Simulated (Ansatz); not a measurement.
Ge$_{2}$, triplet, at a GFN2-xTB geometry, atoms displaced at random by about 0.05 Å a coordinate. Base run: PBE0/def2-SVP (Ansatz, a program for electronic structure).

Ansatz was given this input:
Ansatz 0.2 input:
```yaml
crystal:
  periodic: [false, false, false]
  atoms:
    - {symbol: Ge, position_ang: [0.04117148, 0.01345577, -1.15107263]}
    - {symbol: Ge, position_ang: [-0.05911941, -0.04950193, 1.20289250]}
basis:
  gaussian:
    orbitals: def2-SVP
hamiltonian:
  xc: pbe0
magnetization: {spin_polarized: true, initial_magnetization: 2}
relax: {}
```

Variants of this job, named by their change:

| change | ΔE vs base (kcal/mol) | optimiser steps | core-seconds (rough) |
|---|---|---|---|
| base | 0.000 | 3 | 20 |
| relax = max_displacement: 0.02 | 0.000 | 3 | 20 |
| relax = max_displacement: 0.5 | 0.000 | 3 | 20 |
| relax = f_tol: 0.05 | 0.002 | 2 | 10 |
| relax = f_tol: 0.0005 | 0.000 | 4 | 20 |
| relax = f_tol: 0.002 | 0.000 | 3 | 20 |
| relax = escape_saddle: false | 0.000 | 3 | 20 |
